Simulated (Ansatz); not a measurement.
YCl₃. The state is a singlet with charge 0. Geometry PBE-D4/def2-SVP.

| atom | x (Å) | y (Å) | z (Å) |
| --- | --- | --- | --- |
| Y1 | -0.0024 | 0.0004 | -0.0010 |
| Cl2 | -0.2623 | 2.0784 | 1.2597 |
| Cl3 | 0.9963 | 0.0408 | -2.2317 |
| Cl4 | -0.7317 | -2.1196 | 0.9731 |

In the def2 sets Y takes a core potential; there is no spin–orbit coupling.

Problem. Estimate the orbital energies around the gap (eV) in Ansatz with LDA (SPW92)/def2-TZVP, PBE-D4/def2-SVP, r2SCAN-D4/def2-TZVP, r2SCAN-D4/def2-TZVPD, PBE0-D4/def2-TZVPD.

Solution. 
| orbital | LDA (SPW92)/def2-TZVP | PBE-D4/def2-SVP | r2SCAN-D4/def2-TZVP | r2SCAN-D4/def2-TZVPD | PBE0-D4/def2-TZVPD |
| --- | --- | --- | --- | --- | --- |
| HOMO−5 | -8.36 | -8.09 | -8.54 | -8.55 | -9.57 |
| HOMO−4 | -8.36 | -8.09 | -8.54 | -8.55 | -9.57 |
| HOMO−3 | -8.18 | -7.90 | -8.37 | -8.37 | -9.39 |
| HOMO−2 | -8.13 | -7.86 | -8.32 | -8.33 | -9.37 |
| HOMO−1 | -8.13 | -7.86 | -8.32 | -8.33 | -9.37 |
| HOMO | -7.91 | -7.62 | -8.11 | -8.11 | -9.14 |
| LUMO | -3.93 | -3.66 | -3.34 | -3.31 | -2.93 |
| LUMO+1 | -2.86 | -2.48 | -2.36 | -2.37 | -1.77 |
| LUMO+2 | -2.86 | -2.48 | -2.36 | -2.37 | -1.77 |
| LUMO+3 | -1.74 | -1.16 | -1.22 | -1.25 | -0.72 |
| LUMO+4 | -1.74 | -1.16 | -1.22 | -1.25 | -0.72 |
| LUMO+5 | -0.88 | -0.66 | -0.28 | -0.28 | -0.30 |
